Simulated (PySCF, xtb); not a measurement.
Al(Br)(OMe)(NH2) (CH₅AlBrNO), SMILES C[O][Al]([NH2])[Br].

GFN2-xTB run with xtb at its own geometry gives an orbital gap of 3.97 eV and a dipole moment of 5.43 D.

Geometry optimised at PBE0-D3(BJ)/def2-SVP. The structure was generated by enumeration; whether it is a known compound was not checked. The values are those of a single conformer.

Question: What does HF/def2-TZVP run with PySCF give? (An estimate is asked for; the answer gives what the named calculation found.)

Answer: gap 13.55 eV (levels -11.06 and 2.48 eV), dipole 1.39 D.
